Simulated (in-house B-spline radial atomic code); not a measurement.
Atomic self-consistent-field run: the ruthenium ion Ru⁵⁺. Computed with a radial B-spline atomic code at the basis-set limit: scalar-relativistic (X2C) CAM-B3LYP, spin-polarised, spherical fractional occupations, Fermi nucleus of rms radius 4.4809 fm.

Command:
```bash
python run_scf.py task.json out
```
Settings (nuclear radius in fm, mass in u):
```
Z                44
configuration    [Kr] 4d3
hamiltonian      x2c
method           camb3lyp
spin_polarised   True
nucleus          fermi
rms_radius       4.4809
atomic_mass      101.90434
speed_of_light   137.035999084
```

Output (hartree, bohr):
```
 radial grid: 67 intervals, B-splines of order 8, outer radius 18.2456 bohr

 iter        energy (Eh)    residual
    1       -4516.725399    6.36e-01
    2       -4522.682569    2.85e-01
    3       -4524.479188    7.27e-02
    4       -4524.589197    2.16e-02
    5       -4524.596572    8.59e-03
    6       -4524.598167    1.13e-03
    7       -4524.598181    1.23e-04
    8       -4524.598182    1.72e-05
    9       -4524.598182    9.17e-07
   10       -4524.598182    2.28e-08

 total energy                     -4524.59818
 kinetic                            4708.9478
 electron-nucleus                 -10845.2905
 Hartree                            1744.3689
 exact exchange                      -27.9030
 exchange-correlation               -104.7214

 orbital      occ     eigenvalue          <r>       <r^2>       <1/r>       r_max
 1s up      1.000      -810.0767    0.0329173  0.00147395      47.521      0.0211
 1s down    1.000      -810.0770    0.0329173  0.00147394      47.521      0.0211
 2s up      1.000      -119.4156     0.145195   0.0249161     10.6763      0.1228
 2s down    1.000      -119.3907     0.145183   0.0249121     10.6775      0.1228
 2p up      3.000      -107.2362      0.12674   0.0196384     10.0893       0.098
 2p down    3.000      -107.2156     0.126724   0.0196333     10.0905     0.09799
 3s up      1.000       -23.5022     0.401987    0.185125     3.66249      0.3614
 3s down    1.000       -23.4891      0.40193    0.185034     3.66208      0.3615
 3p up      3.000       -19.4762     0.402298    0.188251     3.44005      0.3546
 3p down    3.000       -19.4610     0.402191    0.188091     3.43983      0.3547
 3d up      5.000       -12.9870     0.383453    0.175989     3.19918      0.3007
 3d down    5.000       -12.9603     0.383477    0.175929     3.19809       0.301
 4s up      1.000        -5.5730     0.997083     1.12165     1.38346      0.9079
 4s down    1.000        -5.4561     0.994254     1.11623     1.38998      0.9045
 4p up      3.000        -4.3924      1.08092     1.32749     1.24739      0.9683
 4p down    3.000        -4.2578      1.07922     1.32512     1.25177      0.9645
 4d up      3.000        -2.5544      1.31588     2.00314    0.994777       1.124
```


Caution: exact exchange at fractional occupations of open shells leaves self-interaction of up to several eV.

One-electron X2C: radii and densities carry no picture-change correction, so inner-shell <1/r> comes out high (for 1s by about 2 % at Z = 33, 5 % at 54, 10 % at 75, 30 % at 118) and <r> low.
